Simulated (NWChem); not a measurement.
System: C$_{2}$H$_{6}$Si; SMILES C=C[SiH3]

Input file for NWChem:

```
start job
memory heap 200 mb stack 900 mb global 1100 mb
geometry units angstroms noautosym nocenter noautoz
  Si    -0.057545    -1.076692     0.000344
  C      0.529748     0.698904     0.000702
  C     -0.293272     1.753829    -0.000828
  H      0.467799    -1.812514    -1.191898
  H     -1.551856    -1.101167    -0.026197
  H      0.423496    -1.799082     1.219320
  H      1.611600     0.889897     0.002978
  H      0.081521     2.783790     0.000501
  H     -1.383331     1.638379    -0.003792
end
basis spherical
  * library def2-tzvp
end
dft
  xc b3lyp
  iterations 150
end
tddft
  cis
  ecut -63.0
  nroots 6
  notriplet
end
task tddft energy
```

Excerpt of the output:

```
             Northwest Computational Chemistry Package (NWChem) 7.3.0
             --------------------------------------------------------

                             Geometry "geometry" -> ""
                             -------------------------

 Output coordinates in angstroms (scale by  1.889725989 to convert to a.u.)

  No.       Tag          Charge          X              Y              Z
 ---- ---------------- ---------- -------------- -------------- --------------
    1 Si                  14.0000    -0.05754500    -1.07669200     0.00034400
    2 C                    6.0000     0.52974800     0.69890400     0.00070200
    3 C                    6.0000    -0.29327200     1.75382900    -0.00082800
    4 H                    1.0000     0.46779900    -1.81251400    -1.19189800
    5 H                    1.0000    -1.55185600    -1.10116700    -0.02619700
    6 H                    1.0000     0.42349600    -1.79908200     1.21932000
    7 H                    1.0000     1.61160000     0.88989700     0.00297800
    8 H                    1.0000     0.08152100     2.78379000     0.00050100
    9 H                    1.0000    -1.38333100     1.63837900    -0.00379200

 Effective nuclear repulsion energy (a.u.)      97.6507416841

                                 NWChem DFT Module
                                 -----------------

 Summary of "ao basis" -> "ao basis" (spherical)
 ------------------------------------------------------------------------------
       Tag                 Description            Shells   Functions and Types
 ---------------- ------------------------------  ------  ---------------------
 Si                        def2-tzvp                13       37   5s5p2d1f
 C                         def2-tzvp                11       31   5s3p2d1f
 H                         def2-tzvp                 4        6   3s1p

            General Information
            -------------------
          SCF calculation type: DFT
          Wavefunction type:  closed shell.
          No. of atoms     :     9
          No. of electrons :    32
           Alpha electrons :    16
            Beta electrons :    16
          Charge           :     0
          Spin multiplicity:     1
          Use of symmetry is: off; symmetry adaption is: off
          Maximum number of iterations: 150
          AO basis - number of functions:   135
                     number of shells:    59
          Convergence on energy requested:  1.00D-06
          Convergence on density requested:  1.00D-05
          Convergence on gradient requested:  5.00D-04

              XC Information
              --------------
                         B3LYP Method XC Potential
                     Hartree-Fock (Exact) Exchange  0.200
                        Slater Exchange Functional  0.800 local
                    Becke 1988 Exchange Functional  0.720 non-local
              Lee-Yang-Parr Correlation Functional  0.810
                  VWN I RPA Correlation Functional  0.190 local

             Grid Information
             ----------------
          Grid used for XC integration:  medium
          Radial quadrature: Mura-Knowles
          Angular quadrature: Lebedev.
          Tag              B.-S. Rad. Rad. Pts. Rad. Cut. Ang. Pts.
          ---              ---------- --------- --------- ---------
          Si                  1.10       88          11.0       590
          C                   0.70       49          11.0       434
          H                   0.35       45          12.0       434
          Grid pruning is: on
          Number of quadrature shells:   456
          Spatial weights used:  Erf1

      Superposition of Atomic Density Guess
      -------------------------------------

 Sum of atomic energies:        -367.17692210

      Non-variational initial energy
      ------------------------------

 Total energy =    -368.655129
 1-e energy   =    -697.686375
 2-e energy   =     231.380505
 HOMO         =      -0.336691
 LUMO         =      -0.021153

[...]

                                NWChem TDDFT Module
                                -------------------

            General Information
            -------------------
           No. of orbitals :     270
            Alpha orbitals :     135
             Beta orbitals :     135
        Alpha frozen cores :       0
         Beta frozen cores :       0
     Alpha frozen virtuals :       0
      Beta frozen virtuals :       0
         Spin multiplicity :       1
    Number of AO functions :     135
        Use of symmetry is : off
      Symmetry adaption is : off
         Schwarz screening :  0.10D-07

              XC Information
              --------------
                  B3LYP Method XC Potential
              Hartree-Fock (Exact) Exchange   0.20
                 Slater Exchange Functional   0.80 local
             Becke 1988 Exchange Functional   0.72 non-local
       Lee-Yang-Parr Correlation Functional   0.81
           VWN I RPA Correlation Functional   0.19 local

             TDDFT Information
             -----------------
          Calculation type : Tamm-Dancoff TDDFT
         Wavefunction type : Restricted singlets
          No. of electrons :      32
           Alpha electrons :      16
            Beta electrons :      16
              No. of roots :       6
          Max subspacesize :    5200
            Max iterations :     100
               Target root :       1
           Target symmetry : none
             Energy Cutoff :-0.63D+02
      Symmetry restriction : off
                 Algorithm : Optimal
        Davidson threshold :  0.10D-03

    6 smallest eigenvalue differences (eV)
--------------------------------------------------------
  No. Spin  Occ  Vir  Irrep   E(Occ)    E(Vir)   E(Diff)
--------------------------------------------------------
    1    1    1   17 a       -66.107    -0.027  1798.113
    2    1    1   18 a       -66.107     0.024  1799.509
    3    1    1   19 a       -66.107     0.043  1800.013
    4    1    1   20 a       -66.107     0.058  1800.426
    5    1    1   21 a       -66.107     0.059  1800.461
    6    1    1   22 a       -66.107     0.066  1800.640
--------------------------------------------------------

  Entering Davidson iterations
  Restricted singlet excited states

  Iter   NTrls   NConv    DeltaV     DeltaE      Time
  ----  ------  ------  ---------  ---------  ---------
    1      6       0     0.47E-01   0.10+100       28.8
    2     12       0     0.12E-01   0.46E-02       28.4
    3     18       0     0.31E-02   0.93E-04       29.0
    4     24       6     0.89E-04   0.90E-06       30.0
  ----  ------  ------  ---------  ---------  ---------
  Convergence criterion met

  Ground state a        -369.348281211519 a.u.

  ----------------------------------------------------------------------------
  Root   1 singlet a             66.029928497 a.u.             1796.7665 eV
  ----------------------------------------------------------------------------
     Transition Moments    X -0.00006   Y -0.00001   Z -0.00333
     Dipole Oscillator Strength                    0.0004893856
     Electric Quadrupole                           0.0000722576
     Magnetic Dipole                               0.0001197094
     Total Oscillator Strength                     0.0006813527

     Occ.    1  a   ---  Virt.   17  a        0.99341
     Occ.    1  a   ---  Virt.   20  a       -0.09550
  ----------------------------------------------------------------------------
  Root   2 singlet a             66.067667893 a.u.             1797.7935 eV
  ----------------------------------------------------------------------------
     Transition Moments    X  0.00284   Y  0.00573   Z  0.00002
     Dipole Oscillator Strength                    0.0018021930
     Electric Quadrupole                           0.0003198050
     Magnetic Dipole                               0.0000696298
     Total Oscillator Strength                     0.0021916278

     Occ.    1  a   ---  Virt.   18  a       -0.97888
     Occ.    1  a   ---  Virt.   19  a        0.09059
     Occ.    1  a   ---  Virt.   22  a       -0.12742
     Occ.    1  a   ---  Virt.   30  a        0.07725
     Occ.    1  a   ---  Virt.   31  a        0.07701
  ----------------------------------------------------------------------------
  Root   3 singlet a             66.082555780 a.u.             1798.1986 eV
  ----------------------------------------------------------------------------
     Transition Moments    X  0.00679   Y -0.00270   Z -0.00008
     Dipole Oscillator Strength                    0.0023545751
     Electric Quadrupole                           0.0003537620
     Magnetic Dipole                               0.0005168706
     Total Oscillator Strength                     0.0032252078

     Occ.    1  a   ---  Virt.   18  a        0.08470
     Occ.    1  a   ---  Virt.   19  a        0.97546
     Occ.    1  a   ---  Virt.   21  a       -0.06320
     Occ.    1  a   ---  Virt.   23  a       -0.14332
     Occ.    1  a   ---  Virt.   25  a        0.08390
     Occ.    1  a   ---  Virt.   35  a        0.06323
  ----------------------------------------------------------------------------
  Root   4 singlet a             66.101243392 a.u.             1798.7071 eV
  ----------------------------------------------------------------------------
     Transition Moments    X -0.00004   Y  0.00004   Z -0.00630
     Dipole Oscillator Strength                    0.0017498692
     Electric Quadrupole                           0.0002633077
     Magnetic Dipole                               0.0004310347
     Total Oscillator Strength                     0.0024442116

[...]
```

Level: B3LYP/def2-TZVP, restricted-window TDA. Structure relaxed at the PBE0/def2-SVP level. The quadrupole and magnetic terms of the printed total strengths depend on the origin.
